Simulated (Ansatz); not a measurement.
Geometry optimisation, Ansatz, RKS PBE0-D4/def2-SVP.

input.yaml

```yaml
crystal:
  periodic: [false, false, false]
  atoms:
    - { symbol: Zr, position_ang: [-0.125971, -0.219695, 0.118029] }
    - { symbol: Cl, position_ang: [-0.154383, -0.150682, 2.607676] }
    - { symbol: O, position_ang: [1.622695, -0.53612, -0.564866] }
    - { symbol: H, position_ang: [2.364946, -0.878066, -1.062312] }
    - { symbol: F, position_ang: [-0.989647, 1.218744, -0.778431] }
    - { symbol: O, position_ang: [-1.175533, -1.732836, -0.313906] }
    - { symbol: H, position_ang: [-1.671737, -2.513283, -0.558387] }
    - { symbol: O, position_ang: [1.508199, 2.336378, 1.299618] }
    - { symbol: H, position_ang: [2.430224, 2.058425, 1.255845] }
    - { symbol: H, position_ang: [1.206308, 1.982634, 2.166534] }
basis:
  gaussian: { orbitals: def2-SVP }
hamiltonian:
  xc: pbe0
  dispersion: d4
relax:
  f_tol: 0.03
  max_steps: 50
```

Command:

```bash
$ ansatz run input.yaml --threads 4 --pin off --max-ram 5120MiB --backend cpu --events-out ev --progress --plain --runs-dir out
```

Problem. Where does it end, and by what steps?

Solution. It converged. After 14 steps the energy has fallen by 0.516 eV; H9 moved furthest, 0.71 Å. Joined: Zr1–O8 (3.26 → 2.38 Å).

```tsv
step	energy less start (eV)	largest force component (eV/Å)	accepted
0	0.0000	1.047	yes
1	-0.1138	0.992	yes
2	-0.2552	1.212	yes
3	-0.4074	1.266	yes
4	-0.4229	0.945	yes
5	-0.4587	0.696	yes
6	-0.4798	0.315	yes
7	-0.4896	0.159	yes
8	-0.4989	0.390	yes
9	-0.5028	0.428	yes
10	-0.5081	0.382	yes
11	-0.5092	0.298	yes
12	-0.5154	0.062	yes
13	-0.5162	0.043	yes
14	-0.5164	0.016	yes
```

```xyz
10
Properties=species:S:1:pos:R:3
Zr -0.039 0.058 0.282
Cl -0.363 -0.137 2.674
O 1.789 -0.220 -0.379
H 2.160 -0.906 -0.941
F -1.033 1.403 -0.644
O -0.884 -1.546 -0.303
H -1.350 -2.357 -0.499
O 1.279 1.857 1.107
H 2.158 1.592 0.797
H 1.298 1.823 2.074
```

Whether the end is a true minimum wasn't checked by a vibrational analysis.

Run time: 56 s on 4 threads of Intel(R) Xeon(R) Platinum 8175M CPU @ 2.50GHz (Skylake/Cascade Lake), with other jobs on the host, peak memory 0.36 GiB.
